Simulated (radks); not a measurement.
Task: Neutral cerium: order these configurations by energy. All-electron calculation, scalar-relativistic Kohn-Sham, PBE, spin-polarised, spherical densities, finite nucleus; Fermi nuclear charge, rms radius of each element as measured or else 0.836 A^(1/3) + 0.57 fm. Program: a radial shooting solver on a logarithmic mesh with Libxc functionals. Open shells are filled with parallel spins first. [Xe] 4f1 5d1 6s1 6p1; [Xe] 4f1 5d1 6s2; [Xe] 4f1 5d2 6s1; [Xe] 4f1 6s2 6p1; [Xe] 4f2 6s1 6p1; [Xe] 4f2 6s2.

Result: From the lowest, in eV above it: [Xe] 4f2 6s2 0.000; [Xe] 4f1 5d2 6s1 0.516; [Xe] 4f1 5d1 6s2 0.516; [Xe] 4f2 6s1 6p1 1.674; [Xe] 4f1 5d1 6s1 6p1 2.231; [Xe] 4f1 6s2 6p1 2.860.
